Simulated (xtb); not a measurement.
CH3AlF2 (SMILES [CH3][Al]([F])[F]), singlet, geometry from GFN2-xTB (such geometries of metal compounds can be far from the true shape). Base run: GFN2-xTB in xtb.

The xtb input:
```
$ xtb mol.xyz --gfn 2 --json

# file mol.xyz
7

Al     0.05180306     0.04011766     0.00222470
C     -1.50805595    -1.16573156    -0.06233932
H     -1.30669362    -2.03874718    -0.68318980
H     -2.37664668    -0.64890162    -0.46820696
H     -1.76055472    -1.53755322     0.93063349
F      0.01100760     1.60162551    -0.52911869
F      1.52441362    -0.41295198     0.59199405
```

Each row names what was changed in the base input (with any setting that the change needs).

```json
[
 {"change": "base", "ΔE vs base (kJ/mol)": "0.00", "HOMO-LUMO gap (eV)": "4.76", "dipole (D)": "3.47", "G_solv (kcal/mol)": "-", "SCF cycles": "13"},
 {"change": "alpb = benzene", "ΔE vs base (kJ/mol)": "-16.07", "HOMO-LUMO gap (eV)": "4.67", "dipole (D)": "3.82", "G_solv (kcal/mol)": "-4.13", "SCF cycles": "12"},
 {"change": "acc = 0.1", "ΔE vs base (kJ/mol)": "0.00", "HOMO-LUMO gap (eV)": "4.76", "dipole (D)": "3.47", "G_solv (kcal/mol)": "-", "SCF cycles": "13"},
 {"change": "file = coord", "ΔE vs base (kJ/mol)": "0.00", "HOMO-LUMO gap (eV)": "4.76", "dipole (D)": "3.47", "G_solv (kcal/mol)": "-", "SCF cycles": "13"},
 {"change": "gbsa = toluene", "ΔE vs base (kJ/mol)": "-17.79", "HOMO-LUMO gap (eV)": "4.64", "dipole (D)": "3.98", "G_solv (kcal/mol)": "-4.85", "SCF cycles": "12"},
 {"change": "etemp = 10000", "ΔE vs base (kJ/mol)": "?", "HOMO-LUMO gap (eV)": "?", "dipole (D)": "?", "G_solv (kcal/mol)": "-", "SCF cycles": "12"},
 {"change": "acc = 30", "ΔE vs base (kJ/mol)": "0.00", "HOMO-LUMO gap (eV)": "4.76", "dipole (D)": "3.47", "G_solv (kcal/mol)": "-", "SCF cycles": "10"}
]
```

### Question
Some entries are withheld; supply them.

### Answer

- etemp = 10000, ΔE vs base (kJ/mol): -29.4
- etemp = 10000, HOMO-LUMO gap (eV): 4.80
- etemp = 10000, dipole (D): 3.63

ALPB and GBSA are two models with their own fitted parameters for each solvent, which aren't always the measured dielectric constant.
